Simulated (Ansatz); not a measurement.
`O[Si](O)([SiH3])O[SiH3]` at its PBE0-D4/def2-TZVP geometry, where that method's forces vanish. The species carries charge 0 and has multiplicity 1.

```xyz
14

O     0.4046    0.9762    1.8621
Si    0.0427   -0.2779    0.8810
O    -0.5504   -1.4818    1.8242
Si    2.0091   -0.8449   -0.2448
O    -1.1250    0.0928   -0.2026
Si   -1.5795    1.1263   -1.3905
H    -0.1644    1.1287    2.6197
H    -1.1744   -2.0860    1.4190
H     2.4869    0.2979   -1.0695
H     3.0781   -1.2307    0.7133
H     1.7454   -1.9954   -1.1530
H    -2.0096    2.4223   -0.8070
H    -2.7129    0.5112   -2.1235
H    -0.4506    1.3613   -2.3284
```

(1) What forces (eV/Å) does ωB97M-V/def2-TZVPP give on these atoms in the Gaussian-basis code of Ansatz? (An estimate is asked.)

Answers

(1) Ansatz gave: 
```
O1  -0.002  0.095  0.099
Si2  0.191 -0.070 -0.122
O3  -0.053 -0.104  0.032
Si4  0.049 -0.011 -0.024
O5  -0.045 -0.032 -0.014
Si6 -0.099  0.164 -0.193
H7   0.027  0.010 -0.019
H8   0.014  0.012  0.027
H9  -0.056 -0.123  0.091
H10 -0.123  0.044 -0.106
H11  0.025  0.123  0.098
H12  0.055 -0.156 -0.070
H13  0.140  0.079  0.087
H14 -0.126 -0.029  0.112
```
